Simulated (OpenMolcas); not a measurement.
Rh2+ (d7) among equal point charges was computed by CASSCF with the d shell active (OpenMolcas, ANO-RCC-VDZP on the metal). Its lowest spin-free states, and all those of the highest spin:

```json
{"2S+1": "4", "Degeneracy": "1", "E (cm-1)": "0.0"}
{"2S+1": "4", "Degeneracy": "2", "E (cm-1)": "3364"}
{"2S+1": "2", "Degeneracy": "1", "E (cm-1)": "3992"}
{"2S+1": "2", "Degeneracy": "1", "E (cm-1)": "11261"}
{"2S+1": "4", "Degeneracy": "1", "E (cm-1)": "12931"}
{"2S+1": "4", "Degeneracy": "2", "E (cm-1)": "13947"}
{"2S+1": "2", "Degeneracy": "1", "E (cm-1)": "14877"}
{"2S+1": "2", "Degeneracy": "2", "E (cm-1)": "14893"}
{"2S+1": "2", "Degeneracy": "1", "E (cm-1)": "19026"}
{"2S+1": "2", "Degeneracy": "2", "E (cm-1)": "19199"}
{"2S+1": "2", "Degeneracy": "1", "E (cm-1)": "20912"}
{"2S+1": "2", "Degeneracy": "2", "E (cm-1)": "22882"}
{"2S+1": "4", "Degeneracy": "2", "E (cm-1)": "24422"}
{"2S+1": "4", "Degeneracy": "1", "E (cm-1)": "28442"}
{"2S+1": "4", "Degeneracy": "1", "E (cm-1)": "33089"}
```

Is the site octahedral, tetrahedral or cube-like, axial, or of lower symmetry?

The states with 2S+1 = 4 have orbital degeneracies 1, 2, 1, 2, 2, 1, 1. There are pairs but no triples, so the site is axial: not cubic, but with a proper or improper axis of order three or more. The run had Rh2+ among 6 point charges of -1.7 e arranged as a tetragonal octahedron (D4h), 1.81 Å from the ion, with the axial distance 2.045 Å. The active orbitals were held to one l.

Without dynamic correlation the repulsion within the d shell is too large (B by tens of per cent), so at a given field states of lower spin stand too high. This shell can be high or low spin here, a state of another spin lies low, and with metal d orbitals alone active their balance is uncertain, so the ground spin may be wrong. Point charges give a weaker field than real ligands, and real ions of this kind are as a rule low spin; the high spin found here belongs to the model. Point charges carry no covalency, so the field is a model and not that of real ligands. No measured value stands beside these numbers.
